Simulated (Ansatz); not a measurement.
Species: C16H11B, SMILES `Bc1cc2cccc3ccc4cccc1c4c32` (H–B–C–C torsion 180°) (charge 0, multiplicity 1).

Task: Give a relaxed geometry from B3LYP-D3(BJ)/def2-SVP (Ansatz, an electronic-structure program).

Result: This is not unique; one that fits is the end point of this relaxation, one of several conformers (outside a Z-matrix the atoms follow the SMILES, hydrogens last).
Z-matrix (Å, degrees):
```
C
C 1 1.4289
C 2 1.4290 1 119.98
C 3 1.4074 2 119.55 1 179.97
H 4 1.0927 3 119.04 2 -179.99
C 4 1.3939 5 120.40 3 -180.00
H 6 1.0923 4 119.92 5 0.00
C 6 1.3962 7 119.77 4 180.00
H 8 1.0930 6 120.00 7 0.00
C 8 1.4065 9 118.87 6 -180.00
C 3 1.4298 4 122.10 5 0.01
C 11 1.3838 3 123.55 4 -179.98
H 11 1.0933 12 118.85 3 180.00
C 1 1.4314 2 119.27 3 -179.99
C 14 1.4048 1 119.15 2 179.97
H 15 1.0928 14 119.19 1 -179.99
C 15 1.3930 16 120.43 14 -180.00
H 17 1.0926 15 119.78 16 0.00
C 17 1.3961 18 119.49 15 180.00
H 19 1.0895 17 119.62 18 0.00
C 19 1.4055 20 119.07 17 -179.99
C 10 1.4377 8 122.32 9 0.00
C 22 1.3628 10 120.97 8 179.97
H 22 1.0928 23 120.58 14 -180.00
H 23 1.0930 22 120.36 24 0.00
B 12 1.5387 11 116.97 13 0.02
H 26 1.2051 12 123.47 11 179.99
H 26 1.2074 27 118.10 20 -179.97
```
